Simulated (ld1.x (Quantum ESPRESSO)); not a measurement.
# zirconium (Zr), TM: configuration errors across variants

- Element: zirconium
- Generator: ld1.x (Quantum ESPRESSO) 7.5
- Type: norm-conserving Troullier–Martins (Kleinman–Bylander form)
- Functional: PBE
- Relativity: scalar-relativistic
- Frozen core: [Ar] 3d10
- Valence charge: 12
- Reference configuration: 4s2 4p6 4d2 5s1.5 5p0 (charge +0.5)
- Partial waves: 4s (bound): rc 1.90 bohr; 4p (bound): rc 1.80 bohr; 4d (bound): rc 2.40 bohr
- Local potential: all-electron potential smoothed inside 2.40 bohr (lloc = -1)
- Core correction: none

Occupied shells without a wave of their own: 5s. They enter only through the test configuration that unscreens the potential.

All-electron excitation energies from the reference (eV): (1) 4s2 4p6 4d2 5s2 5p0 -2.880; (2) 4s2 4p6 4d2 5s0 5p0 17.198; (3) 4s2 4p6 4d2 5s1 5p1 0.162; (4) 4s2 4p6 4d3 5s0 5p0 4.641; (5) 4s2 4p6 4d1 5s0 5p0 39.824.

For the base: The 5s level has no wave, so the channel is fitted at the deeper level alone: the likely source of the large errors.

Tests that are not counted but printed errors over 1 eV. “base”: 4s2 4p6 4d2 5s1 5p0 (solver errors, printed error -1179 eV); 4s1 4p6 4d2 5s2 5p0 (solver errors, printed error -27.0 eV). “wave 4p (bound): rc 1.80 bohr becomes 4p (bound): rc 2.10 bohr”: 4s2 4p6 4d2 5s1 5p0 (solver errors, printed error -1258 eV); 4s1 4p6 4d2 5s2 5p0 (solver errors, printed error -26.9 eV). “wave 4d (bound): rc 2.40 bohr becomes 4d (bound): rc 2.16 bohr”: 4s1 4p6 4d2 5s2 5p0 (solver errors, printed error -1290 eV).

3 further variants failed, have other tests or another functional or relativity, and are left out.

The file “base” misses its own reference levels by 3.5 eV. The file “local potential the s channel” misses its own reference levels by 0.9 eV. The file “type TM semilocal; local potential the d channel” misses its own reference levels by 0.9 eV. The file “wave 4p (bound): rc 1.80 bohr becomes 4p (bound): rc 2.10 bohr” misses its own reference levels by 3.5 eV. The file “local potential all-electron potential smoothed inside 1.62 bohr (lloc = -1)” misses its own reference levels by 0.4 eV. The file “all radii scaled by about 1.38 (s 2.62, p 2.48, d 3.32 bohr); local potential all-electron potential smoothed inside 3.32 bohr (lloc = -1)” misses its own reference levels by 0.8 eV. The file “wave 4d (bound): rc 2.40 bohr becomes 4d (bound): rc 2.16 bohr” misses its own reference levels by 3.5 eV.

Errors AE − PS in meV (a dash: test not solved or not reliable):

```tsv
change	(1)	(2)	(3)	(4)	(5)	bound ghosts
base	+1504	-8028	-1605	-5216	-11618	not determined
local potential the s channel	+406	-2039	-261	-1365	-2835	none
type TM semilocal; local potential the d channel	+406	-2057	-394	-1368	-2924	none
wave 4p (bound): rc 1.80 bohr becomes 4p (bound): rc 2.10 bohr	+1504	-8024	-1596	-5217	-11604	not determined
local potential all-electron potential smoothed inside 1.62 bohr (lloc = -1)	+196	-1027	-190	-651	-1504	none
all radii scaled by about 1.38 (s 2.62, p 2.48, d 3.32 bohr); local potential all-electron potential smoothed inside 3.32 bohr (lloc = -1)	-345	+1641	+87	+1171	+2296	none
wave 4d (bound): rc 2.40 bohr becomes 4d (bound): rc 2.16 bohr	+1504	-8018	-1605	-5203	-11624	not determined
type RRKJ; local potential the d channel; rho0 0.001	-38	+179	+28	+127	+246	none
```

Task: Give the same row for: wave 4s (bound): rc 1.90 bohr becomes 4s (bound): rc 2.72 bohr.

Result: +929, -4683, -1041, -3249, -6495; bound ghosts: none.
